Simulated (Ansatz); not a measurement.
CH₆BNO, SMILES `NCBO`. The species carries charge 0 and has multiplicity 1. Geometry: relaxed with PBE0-D4/def2-TZVP. It is a higher conformer; a search finds a lower one.

```xyz
10

N    -1.357    0.164    0.777
C     0.107    0.388    0.790
B     0.640    0.035   -0.640
O     1.287   -1.141   -0.840
H    -1.565   -0.800    0.539
H    -1.800    0.742    0.072
H     0.540   -0.238    1.575
H     0.284    1.427    1.079
H     0.382    0.737   -1.589
H     1.484   -1.315   -1.763
```

**Question.** What is the dipole moment at ωB97M-V/def2-TZVPP? (Estimate.)

**Answer.** The calculation gave: 2.22 D, with components (0.45, -0.30, -2.15) D in this frame, pointing from negative to positive charge.

**Question.** And with PBE, r2SCAN, B3LYP? (Estimate.)

**Answer.** The calculation gave: PBE 1.98 D, r2SCAN 2.06 D, B3LYP 2.14 D.

**Question.** Give the Mulliken charges with ωB97M-V, B3LYP, r2SCAN in def2-TZVPP. (Estimate.)

**Answer.** Ansatz gave: 
```csv
atom,ωB97M-V,B3LYP,r2SCAN
N1,-0.30,-0.34,-0.36
C2,-0.10,-0.05,0.02
B3,0.02,0.05,0.11
O4,-0.26,-0.27,-0.30
H5,0.11,0.13,0.14
H6,0.11,0.13,0.14
H7,0.10,0.08,0.04
H8,0.10,0.08,0.04
H9,0.02,-0.03,-0.05
H10,0.19,0.20,0.21
```

B3LYP here is the variant with VWN-RPA as its local correlation; programs differ in this.
